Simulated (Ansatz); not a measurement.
Steps of a relaxation of `[F][Ge]([F])([F])[F]` with RKS PBE-D4/def2-SVP.

```sh
$ ansatz run in.yaml --threads 2 --pin off --events-out ev --progress --plain --max-ram 22528MiB --backend cpu
```

```yaml
crystal:
  periodic: [false, false, false]
  atoms:
    - {symbol: F, position_ang: [-0.439800, 0.063000, 1.693500]}
    - {symbol: Ge, position_ang: [-0.011400, -0.009100, -0.004300]}
    - {symbol: F, position_ang: [1.287400, -1.143400, -0.171400]}
    - {symbol: F, position_ang: [-1.294800, -0.550100, -0.967800]}
    - {symbol: F, position_ang: [0.508500, 1.565900, -0.591400]}
basis:
  gaussian: {orbitals: def2-SVP}
hamiltonian: {xc: pbe, dispersion: d4}
relax: {f_tol: 0.03, max_steps: 200}
```

Positions (Å) and forces (eV/Å) along the path, 3 of 3 steps:

```xyz
5
step=1 energy=-67354.9778 eV
F    -0.440    0.063    1.694    0.140    0.044   -0.954
Ge   -0.011   -0.009   -0.004    1.176    0.853    0.821
F     1.287   -1.143   -0.171   -0.224    0.274    0.052
F    -1.295   -0.550   -0.968   -0.742   -0.214   -0.377
F     0.508    1.566   -0.591   -0.351   -0.957    0.457
5
step=2 energy=-67355.0262 eV
F    -0.441    0.078    1.667    0.057   -0.004   -0.446
Ge    0.000   -0.015   -0.008    0.554    0.447    0.400
F     1.300   -1.140   -0.171   -0.121    0.138    0.011
F    -1.312   -0.547   -0.961   -0.344   -0.113   -0.163
F     0.503    1.551   -0.568   -0.146   -0.468    0.198
5
step=3 energy=-67355.0392 eV
F    -0.448    0.083    1.646   -0.013   -0.001    0.007
Ge    0.010   -0.015   -0.008   -0.004   -0.001   -0.002
F     1.308   -1.131   -0.173    0.009   -0.001   -0.008
F    -1.327   -0.548   -0.950   -0.005   -0.005    0.007
F     0.507    1.537   -0.556    0.012    0.008   -0.004
```

Run time 3.6 s (2 threads of an AMD EPYC 7R13 on a shared host); peak host memory 0.19 GiB.
